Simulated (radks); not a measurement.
Species: K I. Configuration: [Ar] 4s0.75 3d0.25 (fractional occupations, a model configuration). All-electron calculation, scalar-relativistic Kohn-Sham, r2SCAN, spin-unpolarised, spherical densities, finite nucleus; meta-GGA in the generalised Kohn-Sham scheme; Fermi nuclear charge, rms radius 3.4349 fm. Program: a radial shooting solver on a logarithmic mesh with Libxc functionals.

Local quantities along the radius. ELF = 1/(1 + alpha^2) is the electron localisation function; alpha = (tau - tau_W)/tau_unif compares the Pauli kinetic energy density with that of the uniform gas; s = |grad rho|/(2 (3 pi^2)^(1/3) rho^(4/3)) is the reduced gradient; r v_xc is r times the local exchange-correlation potential (hartree bohr, multiplicative part alone); 4 pi r^2 rho is in e/bohr. tau is taken from the large components.

r (bohr)    ELF    alpha       s    r v_xc  4 pi r^2 rho
0.00507   1.000  0.01359  0.4277   -0.1255         1.272
0.006982  1.000  0.01484  0.4279   -0.1572         2.229
0.009615  1.000  0.01689  0.4347   -0.1985         3.802
0.01324   1.000  0.02031  0.4492   -0.2509         6.246
0.01838   0.999  0.02651  0.4741   -0.3169         9.848
0.02531   0.999  0.03811  0.5120   -0.3925         14.29
0.03486   0.996  0.06285  0.5692   -0.4759         18.85
0.04839   0.984   0.1266  0.6556   -0.5659         21.92
0.06664   0.912   0.3102  0.7652   -0.6574         21.65
0.09178   0.573   0.8634  0.8318   -0.5707         18.40
0.1264    0.255    1.709  0.6316   -0.5744         15.83
0.1755    0.408    1.205  0.3154   -0.7296         17.99
0.2416    0.758   0.5645  0.3453   -0.9594         22.38
0.3327    0.857   0.4088  0.5615    -1.032         21.06
0.4619    0.661   0.7161  0.9262   -0.9294         12.27
0.6361    0.107    2.885  0.8656   -0.6353         5.686
0.876     0.471    1.059  0.2182   -0.9580         5.930
1.206     0.872   0.3833  0.4738    -1.075         6.648
1.675     0.830   0.4530  0.9114    -1.053         4.000
2.306     0.433    1.144   1.661   -0.5861         1.298
3.176     0.029    5.794   2.013   -0.4608        0.3215
4.409     0.332    1.417   1.106   -0.6674        0.1886
6.072     0.893   0.3464   1.928   -0.6213        0.1159
8.361     0.065    3.794   3.986  -0.07858       0.03410
11.51     0.000    45.92   2.914   -0.2109      0.008856
15.98     0.003    19.46  0.6370   -0.3288       0.01068
22.01     0.006    13.16   1.315   -0.4099       0.01278
30.31     0.003    18.15   4.822   -0.3607      0.005727
42.08     0.000    84.43   18.64   -0.1330     0.0004111

On this mesh the ELF has minima near r = 0.13, 0.64, 3.2 bohr, which separate the shells, and maxima near 0.33 (0.86), 1.4 (0.88), 6.1 (0.89).
